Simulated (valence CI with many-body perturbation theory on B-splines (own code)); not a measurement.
## Ge¹⁹⁺: electric-dipole lines

Computed by valence CI with perturbative core correlation (CI+MBPT): three valence electrons over a frozen Dirac-Fock core [Ne], a basis of 11 s, 11 p, 10 d, 8 f, 5 g, 2 h functions for each j, with the one-electron correlation potential Σ1, the two-electron term Σ2, the three-electron term Σ3, Breit, model QED; selected CI, second order for the rest, scaled by the run's own slope (own B-spline code, finite nucleus).

No measured spectrum was set against this ion. As an estimate, levels of excited configurations hold to 0.05 to 0.15 % of their energy, terms of the ground configuration to about 0.5 %.

Lines 1 to 50 of 583 in falling wavelength, among levels below 3008200 cm⁻¹, chosen from the strongest by gf and those to the six lowest levels. Wavelengths and rates use the calculated energies, so an error of 400 cm⁻¹ moves a line at 60.20 nm by 0.24 % and its rate by three times that or more. Electric multipoles are in the length gauge, E1 and E2 with the static RPA response of the core. Weak lines are less certain than strong ones. Lines between different terms over intervals too small for the method are left out, as are lines whose strength nearly cancels. Where a level lies close to another of its J and parity, the split of strength between their lines is uncertain. The highest levels of a list are the least certain.

Names give the largest LS component (configuration and term), which can be under half, so a name can repeat, a term be missing and a line seem to break the LS rules; names also repeat where a configuration has a term twice. Letters in brackets count levels of one name in rising energy.

```tsv
λ vac (nm)	Upper	Lower	A (s⁻¹)	S (a.u.) with core polarisation	S without
60.20	3s2.4p 2P°_1/2	3s2.4s 2S_1/2	2.35e+09	5.06e-01	5.07e-01
53.71	3s2.4p 2P°_3/2	3s2.4s 2S_1/2	3.25e+09	9.95e-01	9.98e-01
36.97	3p3 2D°_5/2	3s.3p2 2P_3/2	1.16e+09	1.74e-01	1.80e-01
35.97	3s.3p2 4P_1/2	3s2.3p 2P°_3/2	4.00e+07	1.84e-03	1.90e-03
33.73	3p2.3d 2G_7/2	3s.3p.3d 2F°_5/2 [b]	1.28e+09	1.93e-01	2.00e-01
32.88	3s.3p2 4P_3/2	3s2.3p 2P°_3/2	3.69e+07	2.59e-03	2.67e-03
31.16	3p2.3d 2G_9/2	3s.3p.3d 2F°_7/2 [b]	2.43e+09	3.62e-01	3.75e-01
30.78	3p2.3d 2F_5/2 [a]	3s.3p.3d 2F°_5/2 [a]	2.57e+09	2.22e-01	2.29e-01
30.55	3p.3d2 2G°_9/2 [a]	3s.3d2 2G_9/2	1.71e+09	2.40e-01	2.48e-01
30.48	3s.3p2 4P_5/2	3s2.3p 2P°_3/2	2.30e+08	1.93e-02	1.99e-02
30.47	3p.3d2 2G°_9/2 [a]	3s.3d2 2G_7/2	1.96e+09	2.73e-01	2.82e-01
30.07	3s.3p2 4P_1/2	3s2.3p 2P°_1/2	2.28e+08	6.12e-03	6.33e-03
29.33	3p.3d2 4G°_5/2	3s.3d2 4F_3/2	4.53e+09	3.38e-01	3.49e-01
28.98	3p.3d2 2G°_7/2 [a]	3s.3d2 2G_7/2	1.71e+09	1.65e-01	1.70e-01
28.70	3p.3d2 4F°_9/2	3s.3d2 2G_7/2	1.94e+09	2.26e-01	2.33e-01
28.67	3p.3d2 4G°_7/2	3s.3d2 4F_7/2	1.68e+09	1.56e-01	1.61e-01
28.65	3p2.3d 2F_5/2 [a]	3s.3p.3d 2D°_3/2 [a]	1.98e+09	1.38e-01	1.42e-01
28.33	3p.3d2 4G°_7/2	3s.3d2 4F_5/2	4.91e+09	4.40e-01	4.55e-01
27.88	3s.3p2 4P_3/2	3s2.3p 2P°_1/2	4.59e+06	1.96e-04	2.03e-04
27.58	3p.3d2 4G°_9/2	3s.3d2 4F_9/2	1.78e+09	1.84e-01	1.90e-01
27.22	3p2.3d 2F_5/2 [b]	3s.3p.3d 2D°_3/2 [b]	2.17e+09	1.29e-01	1.34e-01
27.18	3p.3d2 4G°_9/2	3s.3d2 4F_7/2	6.02e+09	5.96e-01	6.16e-01
26.64	3p3 2P°_3/2	3s.3p2 2P_3/2	4.75e+09	1.77e-01	1.83e-01
26.53	3p.3d2 2F°_5/2 [c]	3s.3d2 2F_5/2	3.30e+09	1.82e-01	1.88e-01
26.44	3p.3d2 2H°_9/2	3s.3d2 2G_7/2	7.30e+09	6.66e-01	6.87e-01
26.21	3p2.3d 2F_7/2 [a]	3s.3p.3d 4D°_5/2	1.76e+09	1.25e-01	1.29e-01
26.00	3p2.3d 2F_7/2 [b]	3s.3p.3d 2D°_5/2 [b]	3.87e+09	2.69e-01	2.77e-01
25.90	3p2.3d 2D_5/2 [b]	3s.3p.3d 2P°_3/2 [b]	2.46e+09	1.26e-01	1.30e-01
25.74	3p2.3d 4F_3/2	3s.3p.3d 4D°_1/2	4.30e+09	1.45e-01	1.49e-01
25.61	3p.3d2 4G°_11/2	3s.3d2 4F_9/2	9.72e+09	9.67e-01	9.97e-01
25.60	3p.3d2 2P°_3/2 [b]	3s.3d2 2S_1/2	6.35e+09	2.10e-01	2.17e-01
25.59	3p2.3d 2G_9/2	3s.3p.3d 2F°_7/2 [a]	6.50e+09	5.37e-01	5.54e-01
25.45	3p3 2D°_3/2	3s.3p2 2D_3/2	2.37e+09	7.70e-02	7.96e-02
25.34	3p2.3d 2F_5/2 [b]	3s.3p.3d 2F°_5/2 [b]	2.81e+09	1.36e-01	1.40e-01
25.26	3p.3d2 2P°_3/2 [a]	3s.3d2 2D_5/2	5.22e+09	1.66e-01	1.71e-01
25.22	3p.3d2 2H°_11/2	3s.3d2 2G_9/2	1.57e+10	1.49e+00	1.53e+00
25.00	3p.3d2 4D°_5/2 [a]	3s.3d2 4P_5/2	2.79e+09	1.29e-01	1.33e-01
24.97	3p2.3d 2F_5/2 [b]	3s.3p.3d 2F°_7/2 [b]	2.58e+09	1.19e-01	1.23e-01
24.91	3p3 2D°_5/2	3s.3p2 2D_5/2	4.64e+09	2.12e-01	2.19e-01
24.84	3p.3d2 4D°_5/2 [a]	3s.3d2 4P_3/2	3.36e+09	1.52e-01	1.57e-01
24.73	3p.3d2 4P°_3/2	3s.3d2 4P_5/2	5.80e+09	1.73e-01	1.79e-01
24.70	3p.3d2 2F°_7/2 [a]	3s.3d2 4F_9/2	2.61e+09	1.55e-01	1.60e-01
24.60	3p2.3d 4F_5/2	3s.3p.3d 4D°_3/2	4.54e+09	2.00e-01	2.06e-01
24.45	3p.3d2 4P°_3/2	3s.3d2 4P_1/2	5.17e+09	1.49e-01	1.54e-01
24.37	3p.3d2 4D°_7/2 [a]	3s.3d2 4P_5/2	5.07e+09	2.90e-01	2.99e-01
24.31	3p2.3d 4F_9/2	3s.3p.3d 4D°_7/2	4.94e+09	3.50e-01	3.62e-01
24.28	3s.3p2 2D_5/2	3s2.3p 2P°_3/2	3.19e+09	1.35e-01	1.40e-01
24.26	3p2.3d 2G_7/2	3s.3p.3d 2F°_5/2 [a]	6.95e+09	3.92e-01	4.04e-01
24.15	3p3 2D°_5/2	3s.3p2 2D_3/2	7.02e+08	2.93e-02	3.03e-02
23.89	3p2.3d 4D_3/2	3s.3p.3d 4P°_3/2	3.86e+09	1.04e-01	1.07e-01
```
